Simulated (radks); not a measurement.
Task: The mean radii <r> (bohr) of the occupied orbitals of an atom or ion are listed with their occupations. Calculated with a radial shooting solver on a logarithmic mesh with Libxc functionals: scalar-relativistic Kohn-Sham, PBE, spin-polarised, spherical densities, finite nucleus; Fermi nuclear charge, rms radius of each element as measured or else 0.836 A^(1/3) + 0.57 fm.

orbital  occ.      <r>
1s up       1  0.02718
1s down     1  0.02716
2s up       1   0.1133
2s down     1   0.1136
2p up       3  0.09836
2p down     1  0.09860

Name the element and its charge. Open shells, if any, are filled with parallel spins first.

Result: Z = 53, iodine, charge +45: I45+ in [He] 2s2 2p4. The 1s radius gives Z: for a bare nucleus <r> = (2 gamma + 1)/(2Z) with gamma = sqrt(1 - (Z/c)^2), 0.02683 bohr for Z = 53, and screening makes it slightly larger (0.02718 here). The occupations add up to 8, and the charge is Z minus that.
